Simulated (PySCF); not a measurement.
SMILES CO[C@H]1C[C@@H]1C#N, C5H7NO

Molfile (atoms numbered from 1):
```
C5H7NO
     RDKit          3D

 14 14  0  0  0  0  0  0  0  0999 V2000
    2.1030    0.1295    0.3714 C   0  0  0  0  0  0  0  0  0  0  0  0
    0.9658   -0.6452    0.6855 O   0  0  0  0  0  0  0  0  0  0  0  0
   -0.0266   -0.5774   -0.2739 C   0  0  1  0  0  0  0  0  0  0  0  0
   -1.4164   -0.9154    0.1312 C   0  0  0  0  0  0  0  0  0  0  0  0
   -1.0715    0.5287   -0.1654 C   0  0  2  0  0  0  0  0  0  0  0  0
   -1.5475    1.1370   -1.3522 C   0  0  0  0  0  0  0  0  0  0  0  0
   -1.9128    1.6233   -2.3229 N   0  0  0  0  0  0  0  0  0  0  0  0
    1.8521    1.1931    0.2910 H   0  0  0  0  0  0  0  0  0  0  0  0
    2.8088   -0.0194    1.1854 H   0  0  0  0  0  0  0  0  0  0  0  0
    2.5532   -0.1994   -0.5721 H   0  0  0  0  0  0  0  0  0  0  0  0
    0.2996   -0.8401   -1.2800 H   0  0  0  0  0  0  0  0  0  0  0  0
   -2.0392   -1.4461   -0.5726 H   0  0  0  0  0  0  0  0  0  0  0  0
   -1.5828   -1.1688    1.1661 H   0  0  0  0  0  0  0  0  0  0  0  0
   -0.9863    1.1998    0.6813 H   0  0  0  0  0  0  0  0  0  0  0  0
  1  2  1  0
  2  3  1  0
  3  4  1  0
  4  5  1  0
  5  6  1  0
  6  7  3  0
  5  3  1  0
  1  8  1  0
  1  9  1  0
  1 10  1  0
  3 11  1  6
  4 12  1  0
  4 13  1  0
  5 14  1  1
M  END
```

Computed, not measured: TDDFT BHandHLYP/def2-SVPD circular dichroism and optical rotation, one conformer, gas phase (PySCF 2.14.0). Geometry: GFN2-xTB.

The molecule is flexible and this is one conformer; a measurement averages over conformers.

Stereocentres: C3 S, C5 R.

(1) Give the optical rotatory dispersion at 633, 589.3, 546, 436, 405, 365, 355 nm.

(2) And for the mirror image at 589.3 nm?

(3) What is the molar rotation [Φ] = [α]·M/100 of the geometry above at 589.3 nm?

Results:

(1) [α] in deg dm⁻¹ (g/mL)⁻¹:
| λ (nm) | origin-invariant length gauge | modified velocity gauge | length gauge (centre of mass) | isotropic polarisability (au) |
| --- | --- | --- | --- | --- |
| 633 | -12.9 | -11.2 | -12.5 | 65.6 |
| 589.3 | -14.9 | -13.0 | -14.4 | 65.8 |
| 546 | -17.4 | -15.2 | -16.8 | 66.1 |
| 436 | -27.3 | -24.3 | -26.4 | 67.1 |
| 405 | -31.7 | -28.5 | -30.6 | 67.6 |
| 365 | -39.3 | -35.7 | -37.7 | 68.4 |
| 355 | -41.6 | -38.0 | -39.9 | 68.6 |

(2) +14.9 deg dm⁻¹ (g/mL)⁻¹ (origin-invariant length gauge): the same size and the opposite sign.

(3) With M = 97.12 g/mol, -14.5 deg cm² dmol⁻¹ (origin-invariant length gauge).

The first excitation lies at 7.12 eV (174 nm) with R = -0.8 × 10⁻⁴⁰ esu² cm² (velocity form).
